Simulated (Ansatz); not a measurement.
One change: `C[O][Ge][O]C` becomes `C[O][Ge][SH]`.

Ansatz, PBE0-D4/def2-TZVP geometries, multiplicity 1. Each molecule was computed in one conformer, which needn't be the lowest.

Scalar relativity is left out up to krypton.

```csv
property,`C[O][Ge][O]C`
size of the dipole moment (PBE/def2-TZVPP) / D,1.27
LUMO energy (ωB97M-V/def2-TZVPP) / eV,0.49
HOMO energy (ωB97M-V/def2-TZVPP) / eV,-9.65
HOMO–LUMO gap (B3LYP/def2-TZVPP) / eV,5.55
HOMO–LUMO gap (PBE0/def2-TZVPP) / eV,5.95
HOMO energy (PBE0/def2-TZVPP) / eV,-7.40
```

Question: What does the change do to each property? (Best estimate.)

Answer: Ansatz gave: 
```tsv
property	`C[O][Ge][SH]`	shift
size of the dipole moment (PBE/def2-TZVPP) / D	1.33	0.06
LUMO energy (ωB97M-V/def2-TZVPP) / eV	-0.02	-0.51
HOMO energy (ωB97M-V/def2-TZVPP) / eV	-9.40	0.25
HOMO–LUMO gap (B3LYP/def2-TZVPP) / eV	5.00	-0.55
HOMO–LUMO gap (PBE0/def2-TZVPP) / eV	5.39	-0.56
HOMO energy (PBE0/def2-TZVPP) / eV	-7.34	0.06
```

With PBE0 the HOMO rises by 0.06 eV and the LUMO falls by 0.49 eV, so the gap narrows by about 0.55 eV. PBE moves the HOMO by -0.10 eV and ωB97M-V by 0.25 eV. The zero-point energy changes by -85.0 kJ/mol with -9 modes. Dipoles are sizes alone; their direction can turn.

B3LYP here is the variant with VWN-RPA as its local correlation; programs differ in this.
